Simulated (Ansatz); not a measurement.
The cluster Na2Cl2. Charge 0, multiplicity 3. Geometry PBE0-D4/def2-TZVP; atoms count from 1.

```xyz
4

Na   -1.853   -1.055   -0.976
Na    1.853    1.055    0.975
Cl    0.805   -0.845   -0.616
Cl   -0.806    0.845    0.617
```

In the triplet, Cl3 and Cl4 lie 2.64 Å apart (atoms count from 1), so these atoms are partly bonded to each other. At PBE0-D4/def2-TZVP a singlet of charge 0 lies 4.38 eV below the triplet, each at its own geometry. The structure comes from a short search, and lower isomers may exist.

(1) Estimate the Mulliken populations from the PBE0/def2-TZVP orbitals of Ansatz.

(2) Where does the spin sit?

## Answers

(1) 
| atom | charge (e) | spin (α − β) |
| --- | --- | --- |
| Na1 | 0.32 | 0.49 |
| Na2 | 0.32 | 0.49 |
| Cl3 | -0.32 | 0.51 |
| Cl4 | -0.32 | 0.51 |
Mulliken values and Mayer orders depend strongly on the basis.

(2) Summed by element: Na 0.99, Cl 1.01, of 2 unpaired in all. Largest on single atoms: Cl4 0.51, Cl3 0.51, Na2 0.49.
